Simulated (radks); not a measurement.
The nuclear charge of the tin ion Sn2+ is varied continuously with 48 electrons held in [Kr] 4d10 5s2. Method: Dirac Kohn-Sham, PBEsol, spin-unpolarised, spherical densities, point nucleus; computed with a radial shooting solver on a logarithmic mesh with Libxc functionals. By the Hellmann-Feynman theorem dE/dZ = E(electron-nucleus)/Z, the electronic potential at the nucleus.

| Z | E (hartree) | E(electron-nucleus)/Z (hartree) | HOMO | e(HOMO) (eV) | <r> HOMO (bohr) |
|---|---|---|---|---|---|
| 49.5 | -6026.88044 | -295.143 | 5s1/2 | -20.352 | 2.328 |
| 49.75 | -6100.92367 | -297.203 | 5s1/2 | -23.201 | 2.266 |
| 50 | -6175.48220 | -299.265 | 5s1/2 | -26.155 | 2.208 |
| 50.25 | -6250.55637 | -301.328 | 5s1/2 | -29.211 | 2.155 |
| 50.5 | -6326.14654 | -303.393 | 5s1/2 | -32.367 | 2.105 |
| 50.75 | -6402.25314 | -305.460 | 5s1/2 | -35.621 | 2.059 |
| 51 | -6478.87660 | -307.528 | 5s1/2 | -38.970 | 2.015 |

The central difference of E at Z = 50 is -299.265 hartree, to compare with the third column; the second derivative is -8.25 hartree.
